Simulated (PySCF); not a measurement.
# Finite-field polarisability of Sb (antimony, neutral)

[Kr] 4d10 5s2 5p3, high-spin 4S determinant. Calculation: PySCF 2.14, in aug-cc-pVQZ-DK3 (9s8p6d3f2g, 102 functions); scalar relativity by spin-free X2C-1e. Frozen: [Kr] 4d10. Energy changes in a uniform field (μhartree):

```
axis  F (au)        HF       MP2      CCSD   CCSD(T)
   x  0.0021   -97.661   -97.647   -97.893   -98.184
   x  0.0042  -390.967  -390.913  -391.900  -393.068
```

Problem. Derive α along x at CCSD(T) from the two fields.

Solution. With ΔE = −αF²/2 − γF⁴/24, α = −(16 ΔE(F) − ΔE(2F))/(6F²) = 44.52 bohr³.

Problem. And the mean polarisability at each level?

Solution. HF 44.28, MP2 44.27, CCSD 44.38, CCSD(T) 44.52 bohr³. Reference: 43 ± 2 bohr³ (recommended; Schwerdtfeger and Nagle, table of static dipole polarizabilities (2023 update)).
